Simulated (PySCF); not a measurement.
CH₆BGe, AlGeH₄N₂, BGe₂H₅O, CH₄AlBGe and others (calculated)

Calculation on a computer-drawn molecule: optimised geometry and harmonic frequencies of an isolated molecule of the commonest isotopes, restricted reference for singlets and unrestricted otherwise, frozen core in MP2; on germanium a core potential holds 10 electrons, which the energies leave out, and 3d is frozen in MP2 and coupled-cluster steps. Program: PySCF 2.14.0.

Common to all runs: method HF; basis and core potential on germanium cc-pVDZ-PP ECP10MDF.

(1) CH₆BGe

Start structure:
```xyz
9
CH6BGe
B      0.3814     0.4663    -0.6957
Ge     1.0028    -0.8960     0.4309
C      0.6327    -2.8848     0.1617
H     -0.2791     0.2403    -1.7050
H      0.5292     1.6152    -0.4907
H      1.7503    -0.8077     1.6801
H      0.1762    -3.3262     1.0784
H      1.6290    -3.4402     0.1447
H      0.0073    -3.0807    -0.6549
```

It was run with charge 0, multiplicity 2 and basis cc-pVDZ.

The calculation gives: rotational constants 19.8, 5.185, 4.217 GHz; total energy -359.3751 hartree; spin squared 0.7595; convergence status largest gradient component 3.406e-05 hartree/bohr.

Drawn bonds:
| atom | other atom | order |
| --- | --- | --- |
| 1 | 2 | 1 |
| 2 | 3 | 1 |
| 1 | 4 | 1 |
| 1 | 5 | 1 |
| 2 | 6 | 1 |
| 3 | 7 | 1 |
| 3 | 8 | 1 |
| 3 | 9 | 1 |

Optimised structure:
```xyz
9
CH6BGe
B      0.3325     0.4785    -0.7330
Ge     0.9674    -0.9814     0.4585
C      0.6554    -2.9014     0.2045
H     -0.3109     0.2099    -1.7073
H      0.5960     1.6155    -0.4665
H      1.7977    -0.7227     1.7190
H      0.1314    -3.3163     1.0677
H      1.6061    -3.4271     0.0963
H      0.0541    -3.0687    -0.6897
```

Modes:
| frequency (cm⁻¹) | reduced mass (dalton) |
| --- | --- |
| 86.88 | 1.188 |
| 168.7 | 2.591 |
| 200.3 | 1.112 |
| 422.4 | 1.014 |
| 591.3 | 3.841 |
| 610.5 | 1.134 |
| 661.8 | 4.016 |
| 798.8 | 1.215 |
| 806.8 | 1.174 |
| 885.5 | 1.247 |
| 936.4 | 1.195 |
| 1240 | 1.156 |
| 1374 | 1.211 |
| 1556 | 1.056 |
| 1558 | 1.051 |
| 2219 | 1.02 |
| 2683 | 1.049 |
| 2778 | 1.13 |
| 3182 | 1.033 |
| 3269 | 1.103 |
| 3285 | 1.104 |

(2) AlGeH₄N₂

Start structure:
```xyz
8
AlGeH4N2
N     -0.7346     1.0596     3.0225
Ge     0.0808     0.9217     1.3634
N      1.1862    -0.4720     1.2477
Al     1.7116    -1.9321     1.8620
H     -0.2103     0.9550     3.8330
H     -1.4007     1.8127     3.1038
H     -1.1448     0.9462     0.4130
H      2.0030    -3.2529     2.7956
```

It was run with charge 0, multiplicity 2 and basis cc-pV(D+d)Z.

Results for AlGeH₄N₂: rotational constants 12.19, 1.636, 1.459 GHz; total energy -646.4708 hartree; spin squared 0.7611; convergence status largest gradient component 1.774e-05 hartree/bohr.

Drawn bonds:
| atom | other atom | order |
| --- | --- | --- |
| 1 | 2 | 1 |
| 2 | 3 | 2 |
| 3 | 4 | 1 |
| 1 | 5 | 1 |
| 1 | 6 | 1 |
| 2 | 7 | 1 |
| 4 | 8 | 1 |

Optimised structure:
```xyz
8
AlGeH4N2
N     -0.9405     1.2778     3.0112
Ge     0.0576     0.8522     1.5014
N      0.8950    -0.7069     1.7974
Al     1.6905    -2.1062     1.9809
H     -0.4120     1.1867     3.8632
H     -1.3290     2.2066     2.9921
H     -0.9609     0.7529     0.3294
H      2.4905    -3.4249     2.1654
```

Modes:
| frequency (cm⁻¹) | reduced mass (dalton) |
| --- | --- |
| 72.62 | 5.485 |
| 106 | 4.449 |
| 152 | 1.228 |
| 277 | 3.778 |
| 448.5 | 1.203 |
| 464.4 | 8.151 |
| 471.2 | 1.164 |
| 621.4 | 1.394 |
| 654.7 | 2.45 |
| 720.4 | 1.247 |
| 753.4 | 1.107 |
| 943.2 | 1.147 |
| 1330 | 12.48 |
| 1690 | 1.097 |
| 2056 | 1.021 |
| 2109 | 1.054 |
| 3718 | 1.051 |
| 3808 | 1.093 |

(3) BGe₂H₅O

Start structure:
```xyz
9
BGe2H5O
O     -0.7652     3.2271     2.3063
Ge     0.4474     3.1238     3.6444
B      1.7480     2.2137     2.2119
Ge     1.5734     0.2955     1.7923
H     -1.6545     3.5495     2.4837
H      2.4641     2.9071     1.5410
H      1.2430    -0.0371     0.3860
H      0.5438    -0.4893     2.5103
H      2.8034    -0.5036     2.0668
```

Settings of this run: charge 0, multiplicity 1 and basis cc-pVDZ.

It finds rotational constants 7.478, 0.8361, 0.7926 GHz; total energy -689.1779 hartree; convergence status largest gradient component 1.455e-05 hartree/bohr.

Drawn bonds:
| atom | other atom | order |
| --- | --- | --- |
| 1 | 2 | 1 |
| 2 | 3 | 1 |
| 3 | 4 | 1 |
| 1 | 5 | 1 |
| 3 | 6 | 1 |
| 4 | 7 | 1 |
| 4 | 8 | 1 |
| 4 | 9 | 1 |

Optimised structure:
```xyz
9
BGe2H5O
O     -0.8584     3.3149     2.2987
Ge     0.3816     3.1627     3.5989
B      1.6731     2.2051     2.2069
Ge     1.6012     0.1602     1.7655
H     -1.6620     3.7355     2.5698
H      2.4702     2.8515     1.5795
H      1.2859    -0.0534     0.2785
H      0.5469    -0.6025     2.5835
H      2.9649    -0.4872     2.0614
```

Modes:
| frequency (cm⁻¹) | reduced mass (dalton) |
| --- | --- |
| 48.86 | 3.163 |
| 66.99 | 1.284 |
| 96.2 | 8.239 |
| 149.9 | 2.69 |
| 375.4 | 2.832 |
| 464 | 1.051 |
| 498.2 | 1.079 |
| 585.2 | 1.367 |
| 643.3 | 3.239 |
| 695.5 | 4.475 |
| 718.2 | 2.075 |
| 901.5 | 1.057 |
| 921.8 | 1.284 |
| 937.6 | 1.144 |
| 968.6 | 1.062 |
| 974.9 | 1.025 |
| 2183 | 1.023 |
| 2194 | 1.022 |
| 2210 | 1.013 |
| 2690 | 1.091 |
| 4148 | 1.067 |

(4) CH₄AlBGe

Start structure:
```xyz
8
CH4AlBGe
Al    -0.9394     0.4216    -0.6854
C      0.8566    -0.2730    -0.2836
B      0.7432     0.6371     0.8892
Ge    -0.6914     1.7933     1.6446
H     -1.2966     1.5856    -1.5966
H     -2.2213    -0.4454    -0.2674
H      1.6441    -0.9106    -0.7886
H      0.1398     2.2179     3.0004
```

Here we set charge 0, multiplicity 1 and basis cc-pV(D+d)Z.

The calculation gives: rotational constants 13.95, 1.076, 0.9991 GHz; total energy -600.1014 hartree; convergence status largest gradient component 3.376e-05 hartree/bohr.

Drawn bonds:
| atom | other atom | order |
| --- | --- | --- |
| 1 | 2 | 1 |
| 2 | 3 | 2 |
| 3 | 4 | 1 |
| 1 | 5 | 1 |
| 1 | 6 | 1 |
| 2 | 7 | 1 |
| 4 | 8 | 1 |

Optimised structure:
```xyz
8
CH4AlBGe
Al    -1.1293     0.0517    -1.2029
C      0.3184    -0.0693     0.0757
B      0.2715     0.9441     1.0234
Ge    -0.0557     2.5597     2.2910
H     -2.1806     1.2268    -1.0666
H     -1.2638    -1.0072    -2.3686
H      1.0563    -0.8624     0.0105
H      1.2182     2.1831     3.1500
```

Modes:
| frequency (cm⁻¹) | reduced mass (dalton) |
| --- | --- |
| 63.81 | 6.125 |
| 142.9 | 1.217 |
| 227.1 | 4.114 |
| 254.3 | 1.051 |
| 295.3 | 2.909 |
| 382.4 | 3.753 |
| 511 | 1.327 |
| 639.1 | 1.119 |
| 666.7 | 2.393 |
| 687.5 | 1.256 |
| 734.1 | 1.724 |
| 843.8 | 1.072 |
| 905.3 | 1.317 |
| 1596 | 9.126 |
| 1975 | 1.052 |
| 1987 | 1.031 |
| 2015 | 1.021 |
| 3340 | 1.092 |

(5) ClGeH₄OSi

Start structure:
```xyz
8
ClGeH4OSi
Si    -0.8259    -1.4421    -1.0120
O      0.5849    -1.1858    -0.0151
Ge     1.9485    -0.6977     0.6404
Cl     2.9008     0.9106    -0.3155
H     -1.8753    -1.2027     0.0258
H     -0.5957    -2.8113    -1.4482
H     -0.7163    -0.4223    -2.1109
H      2.3556    -1.4274     1.8810
```

Settings of this run: charge 1, multiplicity 1 and basis cc-pV(D+d)Z.

Drawn bonds:
| atom | other atom | order |
| --- | --- | --- |
| 1 | 2 | 1 |
| 2 | 3 | 1 |
| 3 | 4 | 1 |
| 1 | 5 | 1 |
| 1 | 6 | 1 |
| 1 | 7 | 1 |
| 3 | 8 | 1 |

Q: ClGeH₄OSi (entry 5): total energy?
A: -1118.8198 hartree

Q: What rotational constants does the calculation give for ClGeH₄OSi (entry 5)?
A: 5.752, 1.39, 1.135 GHz

Further results for ClGeH₄OSi (entry 5):

- convergence status largest gradient component: 5.557e-06 hartree/bohr

Optimised structure:
```xyz
8
ClGeH4OSi
Si    -0.8126    -1.4409    -0.9913
O      0.5282    -1.3413     0.1112
Ge     1.9581    -0.7020     0.6707
Cl     2.8257     0.8585    -0.3505
H     -1.9953    -1.2088    -0.1593
H     -0.7317    -2.7909    -1.5534
H     -0.5904    -0.3857    -1.9878
H      2.5946    -1.2676     1.9061
```

Modes:
| frequency (cm⁻¹) | reduced mass (dalton) |
| --- | --- |
| 24.2 | 1.061 |
| 65.1 | 7.221 |
| 119 | 5.035 |
| 235.2 | 10.46 |
| 456.1 | 10.5 |
| 540.3 | 19.96 |
| 542.3 | 1.13 |
| 740.9 | 1.089 |
| 751.2 | 1.15 |
| 772 | 1.176 |
| 997.6 | 1.548 |
| 1025 | 1.054 |
| 1030 | 1.056 |
| 1117 | 2.781 |
| 2385 | 1.025 |
| 2387 | 1.022 |
| 2406 | 1.043 |
| 2416 | 1.056 |
